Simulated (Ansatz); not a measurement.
In₄. The state is a singlet with charge 0. Geometry PBE0-D4/def2-SVP.

```xyz
4

In    1.407   -1.721    1.086
In   -0.457   -0.696   -1.476
In   -1.410    0.049    0.939
In    0.460    2.368   -0.549
```

In the def2 sets In takes a core potential; there is no spin–orbit coupling. The restricted singlet is unstable towards broken spin symmetry at other levels; at PBE-D4/def2-TZVP, r2SCAN-D4/def2-TZVP, PBE0-D4/def2-TZVP, CAM-B3LYP-D4/def2-TZVP this wasn't settled. The geometry of the singlet was relaxed on an unsound state (restricted singlet, unstable towards broken spin symmetry at other levels and untested here). Another isomer (triplet) lies 0.51 eV lower at PBE0-D4/def2-TZVP; other spin states weren't run for this one.

Problem. Estimate the orbital energies around the gap (eV) in Ansatz with PBE-D4/def2-TZVP, r2SCAN-D4/def2-TZVP, PBE0-D4/def2-TZVP, CAM-B3LYP-D4/def2-TZVP.

Solution. 
```tsv
orbital	PBE-D4/def2-TZVP	r2SCAN-D4/def2-TZVP	PBE0-D4/def2-TZVP	CAM-B3LYP-D4/def2-TZVP
HOMO−5	-10.25	-10.64	-11.54	-13.15
HOMO−4	-8.14	-8.38	-9.11	-10.53
HOMO−3	-7.51	-7.70	-8.36	-9.69
HOMO−2	-7.12	-7.32	-7.81	-8.90
HOMO−1	-3.76	-3.92	-4.32	-5.10
HOMO	-3.68	-3.85	-4.26	-5.05
LUMO	-3.35	-3.33	-2.75	-1.87
LUMO+1	-2.97	-2.91	-2.40	-1.56
LUMO+2	-2.76	-2.68	-2.17	-1.35
LUMO+3	-2.44	-2.36	-1.89	-1.11
LUMO+4	-1.73	-1.61	-1.16	-0.43
LUMO+5	-0.59	-0.30	-0.08	0.55
```
